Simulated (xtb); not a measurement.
Input file for xtb: GFN2-xTB on AlH2I (SMILES [AlH2][I]), a point of a bond scan (R = 1.885 Å).

```
$ xtb mol.xyz --gfn 2 --sp --chrg 0 --uhf 0
4

Al    -1.02948799    -1.59301317     0.26750098
H     -0.41729611    -2.82998291     1.55112766
H     -2.32698290    -1.78051460    -0.59760769
I      0.30621990     0.47383976    -0.07956783
```

Problem. Predict the final total energy.

Solution. -5.9482 hartree.
